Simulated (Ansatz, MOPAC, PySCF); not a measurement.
Donor–acceptor adduct: GaH3 (SMILES [GaH3]) (first 4 atoms) with C2H6O (SMILES COC); geometry from B3LYP-D3(BJ)/def2-TZVP, rigid monomers moved along the line of their centres of mass till Ga1···O6 is 3.89 Å.
(charge 0, multiplicity 1):
```xyz
13

Ga     0.717     0.240     0.985
H      1.978    -0.697     1.120
H     -0.609    -0.376     0.377
H      0.901     1.806     0.934
C     -1.665     0.815     4.997
O     -0.585    -0.049     4.635
C     -0.729    -1.373     5.157
H     -1.735     0.876     6.085
H     -2.606     0.443     4.583
H     -1.441     1.794     4.583
H     -0.789    -1.331     6.246
H      0.153    -1.931     4.854
H     -1.626    -1.847     4.751
```

Monomers are frozen at their geometry in the pair; levels with a basis set take the counterpoise correction. Rows marked so take none.

Correlated levels freeze the cores. Filled d and f shells under p-block atoms count as core. Rows in 3-21G, 6-31G*, STO-3G carry no dispersion term and start afresh at each structure (6-31G* with six Cartesian d functions); the Pople sets are all-electron and without relativity. MP2/6-31G* freezes PySCF's default core, which leaves 3d correlated. The state that AM1, PM3, PM6 reach isn't checked.

Codes used: Ansatz (Gaussian basis) for Hartree–Fock, density functionals and correlated methods; MOPAC for AM1, PM3, PM6 (differences of heats of formation); PySCF for 3-21G rows, 6-31G* rows, STO-3G rows, the dispersion terms. 

Other levels give for the interaction energy: PBE/def2-TZVPPD -2.49; B3LYP/def2-TZVPPD -2.23; B3LYP-D3(BJ)/def2-TZVPPD -3.10; wB97M-V/def2-TZVPPD -3.01; CCSD(T)/aug-cc-pVDZ -3.08 kcal/mol.

Q: What do these common cheap choices give for the same quantity: AM1, PM3, PM6, HF/STO-3G (no counterpoise), BP86/6-31G* (no counterpoise), B3LYP/3-21G (no counterpoise), B3LYP/6-31G*, MP2/6-31G* (no counterpoise)?

A: AM1 -1.99; PM3 -8.91; PM6 -0.66; HF/STO-3G (no counterpoise) -1.41; BP86/6-31G* (no counterpoise) -3.05; B3LYP/3-21G (no counterpoise) -5.97; B3LYP/6-31G* -2.26; MP2/6-31G* (no counterpoise) -4.07 kcal/mol. They span -8.91 to -0.66 kcal/mol.

Ansatz is an electronic-structure program.
